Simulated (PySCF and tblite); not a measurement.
Values are calculated unless marked as measured or tabulated.
**Conformers and averaged properties: C3H7Br, numbered as in [CH3:1][CH2:2][CH2:3][Br:4]**

Free energies: PBE0-D3(BJ)/pcSseg-1 (IEF-PCM, chloroform) on GFN2-xTB structures plus GFN2-xTB thermal terms, symmetry and mirror images included. Conformers within 3 kcal/mol (GFN2-xTB free energy) were kept, 10 at most. GIAO shieldings: PBE0/pcSseg-1 (IEF-PCM, chloroform). Shifts are against TMS (¹H), TMS (¹³C) at the same level. Codes: tblite and PySCF.

Torsions listed: C1–C2–C3–Br4. Of a mirror pair one member is shown.

| conformer | shape | symmetry | E(GFN2) kcal/mol | E(DFT) kcal/mol | G(298.15 K) kcal/mol | weight % | dipole D |
| --- | --- | --- | --- | --- | --- | --- | --- |
| 1 | -66° | C1 (pair) | 0.00 | 0.00 | 0.00 | 73.4 | 2.61 |
| 2 | 180° | Cs | 0.01 | 0.28 | 0.60 | 26.6 | 2.71 |

Weights (%) against temperature:

| T (K) | 1 | 2 | S(mix) cal/mol/K |
| --- | --- | --- | --- |
| 180 | 79.1 | 20.9 | 2.11 |
| 230 | 76.1 | 23.9 | 2.14 |
| 298.15 | 73.4 | 26.6 | 2.16 |
| 330 | 72.5 | 27.5 | 2.17 |
| 400 | 71.0 | 29.0 | 2.17 |

Averaged shifts at 298.15 K. ¹H: 3.75 (H3, 2H), 1.84 (H2, 2H), 1.16 (H1, 3H) ppm. ¹³C: 51.2 (C3), 32.0 (C2), 14.9 (C1) ppm.

Coordinates of conformer 1 (Å):

```xyz
11

C     1.177    0.301    0.444
C     0.165   -0.580   -0.277
C    -1.183    0.099   -0.437
Br   -2.061    0.380    1.290
H     2.128   -0.217    0.539
H     1.342    1.225   -0.107
H     0.823    0.552    1.441
H     0.532   -0.822   -1.278
H     0.038   -1.518    0.269
H    -1.084    1.087   -0.886
H    -1.872   -0.506   -1.024
```

Coordinates of conformer 2 (Å):

```xyz
11

C    -1.330   -0.210   -0.128
C    -0.014    0.558   -0.196
C     1.135   -0.314    0.275
Br    2.833    0.651    0.192
H    -2.148    0.420   -0.465
H    -1.293   -1.093   -0.761
H    -1.537   -0.526    0.893
H     0.171    0.881   -1.223
H    -0.075    1.451    0.430
H     1.009   -0.619    1.313
H     1.255   -1.196   -0.355
```

Spin–orbit effects of the heavy atoms on shieldings are missing. At a carbon that bears Br the missing effect is some 10 ppm, beside I tens of ppm. Shifts are unscaled: against experiment ¹³C can be off by 15 ppm or more and ¹H by 0.8 ppm.

Search and properties took 25 s on 1 thread of Arm Neoverse V1 (shared host) (rough), launched as `OMP_NUM_THREADS=1 python ens_run.py task.json out`.
